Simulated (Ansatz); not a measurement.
Consider the formal exchange of groups at a Te–Si bond: `[SeH][SiH2][TeH]` + `C/C=N/CF` → `C/C=N\C[TeH]` + `F[SiH2][SeH]`.

Computed with Ansatz on PBE0-D4/def2-TZVP structures; ΔE is electronic, products minus reactants. CCSD(T)/CBS adds triple-zeta CCSD(T) − MP2 to the extrapolated MP2 energy (def2 sets, frozen cores). Double bonds are as drawn, so ΔE can hold a change between cis and trans. Functionals use def2-TZVPP. B3LYP here is the variant with VWN-RPA as its local correlation; programs differ in this. def2 core potentials past Kr. For Se, Te outer-core shells are correlated without core-valence functions, which leaves a few kJ/mol of doubt a bond. Scalar relativity is left out up to krypton. One conformer a species, not always the lowest.

(1) Is it downhill or uphill in electronic energy at CCSD(T)/CBS, and by how much? (Estimate.)

(2) What do these levels give: PBE-D4, r2SCAN-D4, PBE0-D4, ωB97M-V, B2PLYP, PBE, r2SCAN, B3LYP, CCSD(T)/def2-TZVPP, MP2/def2-QZVPP, SCS-MP2/def2-QZVPP, MP2/CBS(def2)? (Best estimate.)

Largest T1 diagnostic among the species: 0.012.

Results:

(1) Ansatz gave: Downhill: ΔE = -25.6 kcal/mol.

(2) Ansatz gave: PBE-D4 -21.0, r2SCAN-D4 -22.9, PBE0-D4 -20.5, ωB97M-V -23.1, B2PLYP -24.1, PBE -20.1, r2SCAN -22.7, B3LYP -22.4, CCSD(T)/def2-TZVPP -24.9, MP2/def2-QZVPP -27.6, SCS-MP2/def2-QZVPP -26.7, MP2/CBS(def2) -27.7 kcal/mol.

In def2-TZVPP, CCSD(T) changes the Hartree–Fock value by −5.1 kcal/mol (the triples alone add −0.6 kcal/mol) and MP2 by −7.2 kcal/mol. The D4 term adds −1.3 kcal/mol with B3LYP and −0.7 kcal/mol with PBE0; it sums over pairs of atoms, weighted by their polarisabilities, and B3LYP, whose exchange is more repulsive, gets the larger term.
